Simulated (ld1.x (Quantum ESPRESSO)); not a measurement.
**Before and after: TM semilocal potential for Ca (Z = 20)**

ld1.x (Quantum ESPRESSO) 7.5 input, shortened:

```
&input
   title='Ca', zed=20., rel=1, dft='PBESOL', iswitch=3,
   config='[Ar] 3d0 4s2 4p0'
 /
 &inputp
   pseudotype=1, tm=.true., lloc=1,
   nlcc=.false.
 /
3
3S  1  0   2.00   0.00  1.35  1.35  0.0
3D  3  2   0.00   0.00  2.10  2.10  0.0
3P  2  1   6.00   0.00  1.25  1.25  0.0
 &test
   configts(1)='3s2 3p6 3d0 4s2 4p0'
 /
```

Occupied shells without a wave of their own: 4s. They enter only through the test configuration that unscreens the potential.

Change: all radii scaled by about 0.86 (s 1.16, p 1.08, d 1.80 bohr).

Cutoffs: the cutoffs (Ry, on a coarse ladder) from which the occupation-weighted sum of valence levels, in a spherical-Bessel basis at the reference potential, stays within 10 and 1 mRy of its value at 400 Ry; they do not see the model core or the augmentation charge, which bear on the density cutoff. Errors are all-electron minus pseudo energies relative to the spin-unpolarised reference configuration.

Task: How do hardness, ghosts and transferability respond?

Result: The potential gets harder (70 Ry and 110 Ry → 90 Ry and 160 Ry); of the 7 tests that both files solve, the error grows in 0 and shrinks in 7 by more than 15 % and 0.3 meV (median size 97.2 → 39.7 meV); neither file shows a bound ghost. A smaller radius makes the pseudo-wave follow the all-electron one further in, where it bends more sharply, so more plane waves are needed. Less of the atom is replaced, so other configurations are described better. A semilocal file is local in each channel, so a ghost entry of none says nothing of the separable form that plane-wave codes build from it.

```tsv
quantity	base	changed
cutoff, loose	70 Ry	90 Ry
cutoff, tight	110 Ry	160 Ry
loose cutoff by channel (10 mRy a level)	s 40 Ry, p 25 Ry	s 70 Ry, p 25 Ry
bound ghosts	none	none
largest miss of a reference level, eV	0.07	0.03
error for 3s2 3p6 3d0 4s1 4p0, meV [ΔE 6.31 eV]	-97	-40
error for 3s2 3p6 3d0 4s0 4p0, meV [ΔE 17.99 eV]	-272	-111
error for 3s2 3p6 3d0 4s1.5 4p0, meV [ΔE 2.50 eV]	-41	-17
error for 3s2 3p6 3d1 4s0 4p0, meV [ΔE 7.63 eV]	-130	-53
error for 3s2 3p6 3d0 4s1 4p1, meV [ΔE 2.43 eV]	-72	-27
error for 3s2 3p6 3d0 4s0 4p1, meV [ΔE 9.33 eV]	-204	-80
error for 3s1 3p6 3d0 4s2 4p0, meV [ΔE 54.09 eV]	+51	+29
```

Base: The 4s level has no wave, so the channel is fitted at the deeper level alone: the likely source of the large errors.
